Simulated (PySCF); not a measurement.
PySCF input file for C3H5ClOSi, SMILES C1C=CO[Si@@H]1Cl, PBE/pcSseg-1. Coordinates come from a B3LYP-D3(BJ)/def2-SVP optimisation. The structure was generated by enumeration; whether it is a known compound was not checked. One conformer was computed; it need not be the lowest.

```python
import numpy as np
from pyscf import gto, scf, dft
from pyscf.prop.nmr import rks as nmr

mol = gto.M(
    atom='''
    Cl    1.87991909   -0.02959201   -0.94195545
    Si    0.47591486   -0.07925905    0.58209131
    C    -0.88536802   -1.35459342    0.28643027
    C    -2.04280321   -0.43195257   -0.04784910
    C    -1.78927316    0.87988819    0.08123141
    O    -0.53729483    1.28131074    0.48810415
    H     1.21223160   -0.07296771    1.86332336
    H    -1.08453293   -1.96693952    1.18474215
    H    -0.64306326   -2.05349531   -0.53116306
    H    -3.01652912   -0.80413380   -0.37163700
    H    -2.48651418    1.69968802   -0.10500953
    ''',
    basis='pcSseg-1',
    charge=0,
    spin=0,
    max_memory=1600,
    verbose=3,
)
mf = dft.RKS(mol, xc='pbe')
mf.grids.level = 3
mf.conv_tol = 1e-10
mf.max_cycle = 100
mf.kernel()
n = nmr.NMR(mf)
n.verbose = 2
n.max_cycle_cphf = 60
sigma = n.kernel()
print('atom   isotropic/ppm   span/ppm')
for i, s in enumerate(sigma):
    w = np.linalg.eigvalsh((s + s.T) / 2)
    print(f'{mol.atom_symbol(i):2s}{i + 1:3d} {w.mean():14.3f} {w[2] - w[0]:11.3f}')
```

Log of the run:

```
converged SCF energy = -941.700352739604
atom   isotropic/ppm   span/ppm
Cl  1        840.340     289.991
Si  2        300.259      66.360
C   3        158.382      21.708
C   4         73.434     165.515
C   5         24.262     158.440
O   6        159.991     157.865
H   7         25.221       9.670
H   8         29.344      11.557
H   9         29.456       9.637
H  10         25.910       3.631
H  11         24.567       4.449
```

The run converged.

Cost: roughly 30 core-seconds.
